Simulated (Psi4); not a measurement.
A dimer, C2H2 ··· H6B3N3 (SMILES C#C and B1NBNBN1); the first 4 atoms form monomer A.

```
16

C     -0.4456     0.0070    -0.3993
C      0.4456    -0.0069     0.3993
H     -1.2367     0.0170    -1.1087
H      1.2367    -0.0171     1.1087
B     -2.2324     1.5972    -3.0204
N     -1.2722     0.8284    -3.7449
B     -1.3041    -0.5977    -3.8033
N     -2.3559    -1.2534    -3.0950
B     -3.3489    -0.5472    -2.3511
N     -3.2574     0.8774    -2.3352
H     -2.1806     2.7881    -2.9888
H     -0.5396     1.3135    -4.2363
H     -0.4880    -1.2140    -4.4167
H     -2.3994    -2.2589    -3.1212
H     -4.2163    -1.1220    -1.7687
H     -3.9461     1.3977    -1.8170
```

### Question
What interaction energy does Psi4 with SAPT0/jun-cc-pVDZ, frozen core give, and which attractive term is the largest?

### Answer
Total -2.53 kJ/mol: electrostatics -9.34, exchange 25.72, induction -4.45, dispersion -14.46. The most attractive term is dispersion.
